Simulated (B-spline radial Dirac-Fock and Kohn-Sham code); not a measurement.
Dipole and non-dipole photoemission parameters of Mn 3p1/2

System: the free manganese atom, configuration [Ar] 3d5 4s2; threshold 61.29 eV (orbital energy of the model). Calculated with a B-spline atomic structure program, using Dirac-Hartree-Slater photoionisation with a Latter tail; cross sections with all multipoles, angular parameters from the dipole term and its interference with E2.

Input file task.json (cfg lists n, l and occupation; rrms is the nuclear radius in fm):

```json
{"items": [{
  "Z": 25,
  "q": 0,
  "cfg": [[1, 0, 2], [2, 0, 2], [2, 1, 6], [3, 0, 2], [3, 1, 6], [3, 2, 5], [4, 0, 2]],
  "A": 55,
  "rrms": 3.7057,
  "do": "xps",
  "hv": [51.6, 69.3, 100, 105.0, 136.0, 150, 213.0, 215.0, 248.0, 258.0, 300, 485.0, 517.0, 663.0, 730.0, 1000, 1253.6, 1350.0, 1370.0, 1460.0, 1600.0, 2000, 2540.0, 4130.0, 5414.7, 6320.0, 6520.0, 9630.0, 11900.0, 15000],
  "edges": {"K": 6539.0, "L1": 769.1, "L2": 649.9, "L3": 638.7, "M1": 82.3}
}]}
```

Run with: `python xray2_run.py task.json out`

For linearly polarised light dσ/dΩ = σ/(4π) [1 + β P₂(cos θ) + (δ + γ cos²θ) sin θ cos φ], with θ from the polarisation vector and φ the angle between the beam and the projection of the electron momentum on the plane normal to the polarisation.

```
hν (eV)   σ (kb)       β       γ       δ
    100      256  -0.048   0.061   0.045
    105      273   0.141   0.099   0.037
    136      331   0.878   0.155   0.011
    150      333   1.053   0.137   0.005
    213      275   1.410   0.037  -0.001
    215      273   1.416   0.035  -0.001
    248      236   1.492   0.004  -0.001
    258      225   1.509  -0.002  -0.001
    300      185   1.560  -0.018   0.000
    485     83.9   1.624   0.015   0.003
    517     74.4   1.624   0.028   0.004
    663        ?       ?       ?       ?
    730     36.5   1.600   0.127   0.007
   1000     17.8   1.546   0.251   0.012
 1253.6     10.2   1.493   0.354   0.017
   1350     8.48   1.473   0.389   0.019
   1370     8.17   1.469   0.397   0.020
   1460     6.94   1.450   0.428   0.022
   1600     5.46   1.423   0.474   0.025
   2000     3.00   1.349   0.588   0.034
   2540     1.54   1.261   0.712   0.048
   4130    0.364   1.060   0.967   0.088
 5414.7    0.156   0.940   1.101   0.120
   6320   0.0949   0.872   1.173   0.142
   6520   0.0858   0.858   1.187   0.147
   9630   0.0235   0.689   1.355   0.216
  11900   0.0114   0.603   1.441   0.262
  15000  0.00508   0.515   1.538   0.319
```

Q: Give the values at 663 eV.

A: σ = 44.9 kb, β = 1.610, γ = 0.095, δ = 0.006.
